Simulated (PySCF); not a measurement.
## Correlation energy of Xe (xenon, neutral)

[Xe], closed-shell 1S. Computed with PySCF 2.14 in def2-TZVP with the def2 core potential (28 electrons), with a scalar-relativistic core potential. Frozen: 4s2 4p6 4d10; 8 electrons correlated.

MP2 pair energies summed by pair of shells (mhartree):

```csv
pair,energy,share (%)
5p-5p,-105.31,72.6
5s-5p,-33.43,23.1
5s-5s,-6.22,4.3
```

Total MP2 correlation energy: -144.96 mhartree.

Same-spin part -35.90 and opposite-spin part -109.06 mhartree; SCS-MP2 scales them by 1/3 and 6/5 to -142.84 mhartree.

```csv
level,correlation energy (mhartree)
CCSD,-160.06
(T),-4.91
CCSD(T),-164.97
```

Diagnostics: T1 = 0.0031, D1 = 0.0076, largest double amplitude 0.044.

Cost of the coupled-cluster step: 0.33 s of wall time on 1 thread of Neoverse-V2 (shared host), for 8 correlated electrons.
